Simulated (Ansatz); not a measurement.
Gas-phase reaction in SMILES: CC[SiH3] [ethylsilane] -> C[CH-][SiH3] + H+
Each molecule is optimised on its own at B3LYP-D3(BJ)/def2-TZVP (Ansatz, an electronic-structure program).

Wanted: gas-phase deprotonation energy (electronic energy difference), in kcal/mol. Valence correlation only, unless marked. Spin-orbit coupling is left out. Non-relativistic. Anions need diffuse functions: aug- sets have them; def2-D sets add few; the other sets have none. CBS(X,Y): correlation extrapolated as X^-3; Hartree-Fock from the larger set.

```json
[
 {"level": "PBE-D3(BJ)/def2-TZVPD", "program": "Ansatz + dftd3", "gas-phase deprotonation energy (kcal/mol)": "[?]"},
 {"level": "revPBE-D3(BJ)/def2-TZVPD", "program": "Ansatz + dftd3", "gas-phase deprotonation energy (kcal/mol)": "400.4"},
 {"level": "HSE06-D4/def2-TZVPD", "program": "Ansatz + dftd4", "gas-phase deprotonation energy (kcal/mol)": "400.6"},
 {"level": "CAM-B3LYP-D3(BJ)/def2-TZVPD", "program": "Ansatz + dftd3", "gas-phase deprotonation energy (kcal/mol)": "401.7"},
 {"level": "B2PLYP-D4/def2-TZVPD", "program": "Ansatz + dftd4", "gas-phase deprotonation energy (kcal/mol)": "400.4"},
 {"level": "PBE-QIDH/def2-TZVPD", "program": "Ansatz", "gas-phase deprotonation energy (kcal/mol)": "403.0"},
 {"level": "RPA@PBE/cc-pV(T+d)Z", "program": "Ansatz", "gas-phase deprotonation energy (kcal/mol)": "[?]"},
 {"level": "SCS-MP2/aug-cc-pV(T+d)Z", "program": "Ansatz", "gas-phase deprotonation energy (kcal/mol)": "402.7"},
 {"level": "SCS-MP2/cc-pV(T+d)Z", "program": "Ansatz", "gas-phase deprotonation energy (kcal/mol)": "407.1"},
 {"level": "CCSD/cc-pV(D+d)Z", "program": "Ansatz", "gas-phase deprotonation energy (kcal/mol)": "[?]"},
 {"level": "CCSD/aug-cc-pV(T+d)Z", "program": "Ansatz", "gas-phase deprotonation energy (kcal/mol)": "404.3"},
 {"level": "CCSD/cc-pVTZ", "program": "Ansatz", "gas-phase deprotonation energy (kcal/mol)": "[?]"},
 {"level": "CCSD(T)/CBS(aug-cc-pV(T+d)Z,aug-cc-pV(Q+d)Z)", "program": "Ansatz", "gas-phase deprotonation energy (kcal/mol)": "401.4"}
]
```

Question: What belongs in the gaps?

Answer: 
- PBE-D3(BJ)/def2-TZVPD, gas-phase deprotonation energy (kcal/mol): 397.2
- RPA@PBE/cc-pV(T+d)Z, gas-phase deprotonation energy (kcal/mol): 409.8
- CCSD/cc-pV(D+d)Z, gas-phase deprotonation energy (kcal/mol): 412.4
- CCSD/cc-pVTZ, gas-phase deprotonation energy (kcal/mol): 408.6
